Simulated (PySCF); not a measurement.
## Radial density of Zn (zinc, neutral)

LDA, [Ar] 3d10 4s2, closed-shell 1S. All numbers are calculated (PySCF 2.14, the non-relativistic Hamiltonian (point nucleus), in 6-31G* (5s4p2d1f, 34 functions)).

```
r (bohr)  4πr²ρ (e/bohr)
0.000938          0.1893
 0.00158          0.5231
 0.00265           1.397
 0.00446           3.527
 0.00751           8.338
  0.0126           17.35
  0.0212           29.55
  0.0357           36.29
  0.0601           30.86
   0.101           32.22
   0.170           41.54
   0.286           23.26
   0.481           23.09
   0.809           18.66
    1.36           4.567
    2.29           1.152
    3.85          0.3266
    6.48         0.01982
    10.9       2.526e-05
```
